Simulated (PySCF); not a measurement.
Compound: C₆H₇O (doublet state).
Cartesian coordinates in Å at the GFN2-xTB level; atoms count from 1:
```xyz
14
C6H7O angstrom
O      0.3057    1.9538    1.8040
C      0.5910    1.5205    0.7264
C      0.0827    0.2471    0.1465
C      0.9819   -0.9212   -0.3118
C     -0.4875   -1.2572   -0.6092
C     -0.8942   -0.7524    0.7834
C     -0.6868    0.1512   -1.1888
H      1.2823    2.0522    0.0414
H      1.4749   -1.4852    0.4733
H      1.6358   -0.7369   -1.1584
H     -0.5340   -1.3101    1.6411
H     -1.9184   -0.4200    0.9143
H     -0.1399    0.4033   -2.0919
H     -1.6942    0.5545   -1.1925
```

The hyperfine couplings belong to this conformer and change with its torsions.

The species is `O=CC12C[C](C1)C2` [radical].

Computed, not measured: UKS B3LYP, pcH-1 on C H O, non-relativistic, mean-field spin-orbit, GIAO in PySCF. Geometry: GFN2-xTB, one conformer, isolated molecule. GFN2-xTB frequencies show an imaginary mode (22i cm⁻¹), so this geometry is no minimum at that level. The geometry wasn't refined by DFT: couplings that depend on bond lengths, twists or pyramidal angles can differ widely from those at the functional's own minimum. Stability of the SCF solution: not tested.

**Question.** The isotropic 13C couplings, averaged over equivalent nuclei, are +340.2, +108.1, +61.4, +10.5 MHz. Assign them to C2; C3; C4/C6/C7; C5.

**Answer.** 
| site | a_iso (MHz) | ρ(0) (bohr⁻³) | position | distance from C5 (Å) | spin population | largest \|T\| (MHz) |
| --- | --- | --- | --- | --- | --- | --- |
| C2 | +108.1 | +0.0962 | 3 bonds from C5 | 3.27 | +0.05 | 13.7 |
| C3 | +61.4 | +0.0546 | 2 bonds from C5 | 1.78 | +0.02 | 6.6 |
| C4/C6/C7 | +10.5 | +0.0093 | 1 bond from C5 | 1.54 | +0.04 | 16.3 |
| C5 | +340.2 | +0.3026 | largest spin population | 0.00 | +0.79 | 127.7 |

**Question.** The isotropic 1H couplings, averaged over equivalent nuclei, are +15.4, -2.8 MHz. Assign them to H8; H9 (×6).

**Answer.** 
```
   site  a_iso (MHz)  ρ(0) (bohr⁻³)            position  distance from C5 (Å)  bound to  spin population there  largest |T| (MHz)
     H8        +15.4        +0.0034     4 bonds from C5                  3.81        C2                  +0.05                4.5
H9 (×6)         -2.8        -0.0006  β, 2 bonds from C5                  2.25  C4/C6/C7                  +0.04                9.6
```

ρ(0) is the spin density at the nucleus and T the dipolar tensor; entries for several nuclei are means. The largest Mulliken spin population is on C5 (+0.79). The angles at C5 add up to 270.5°, so it is pyramidal.

Class means assume fast exchange of nuclei equivalent by connectivity; if that motion is slow, each nucleus keeps its own coupling.
